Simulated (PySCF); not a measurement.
**[Ho(NH2)4]− at several levels of theory**

Computed with PySCF 2.14.0 (density fitting, no spin-orbit coupling) at the geometry relaxed with PBE0:

```xyz
13
[Ho(NH2)4]− (singlet in the valence; each metal's 4f electrons, 10 of them, lie in its core potential, out of spins and levels)
Ho    0.0000    0.0000    0.0000
N     1.3506    1.2011    1.3248
H     1.2943    1.3954    2.3242
H     2.2197    1.6346    1.0093
N    -1.3506   -1.3248    1.2011
H    -2.2197   -1.0093    1.6346
H    -1.2943   -2.3242    1.3953
N     1.3506   -1.2011   -1.3248
H     2.2197   -1.6346   -1.0093
H     1.2943   -1.3954   -2.3242
N    -1.3506    1.3248   -1.2011
H    -1.2943    2.3242   -1.3953
H    -2.2197    1.0093   -1.6346
```

| level | basis | state | HOMO (eV) | gap (eV) | charge on Ho1 (e) | population of f-type functions on Ho1 (polarisation alone where 4f lies in the core) | dipole about the centre of mass (D) | largest force component (eV/Å) |
| --- | --- | --- | --- | --- | --- | --- | --- | --- |
| PBE0 | Ho lcecp-1-SVP with ECP56, N def2-SVP, H def2-SVP | singlet | -1.12 | 5.21 | 0.62 | 0.05 | 0.00 | 0.01 |
| HF | the same | singlet | -4.60 | 10.60 | 1.19 | 0.05 | 0.00 | 0.76 |
| PBE0 | Ho lcecp-1-TZVP with ECP56, N def2-TZVP, H def2-TZVP | singlet | -1.43 | 5.26 | 1.44 | 0.06 | 0.00 | 0.32 |

In the lcecp rows the 4f levels are missing from HOMO and gap, and the state counts the valence alone.

Charges are Mulliken's, which hang on the basis. The relaxation used the grid (50, 194), these runs (75, 302) or, all-electron (x2c bases, spin-free X2C Hamiltonian), (99, 590).

Q: What does CAM-B3LYP with Ho lcecp-1-SVP with ECP56, N def2-SVP, H def2-SVP give here?

A: state singlet, HOMO (eV) -2.55, gap (eV) 7.26, charge on Ho1 (e) 0.57, population of f-type functions on Ho1 (polarisation alone where 4f lies in the core) 0.05, dipole about the centre of mass (D) 0.00, largest force component (eV/Å) 0.03. Time: 12 s on 2 threads of Intel(R) Xeon(R) 6975P-C (Granite Rapids), on a shared host, from an already converged density.

In the first row's basis the gap widens with exact exchange: 5.2 eV for PBE0 (a fixed share); 7.3 to 10.6 eV for CAM-B3LYP, Hartree–Fock (rising or full at long range).

No frequency check is given that shows the relaxed geometry to be a minimum. An lcecp potential fixes the number of 4f electrons, so in runs with it no electron can move into or out of that shell.
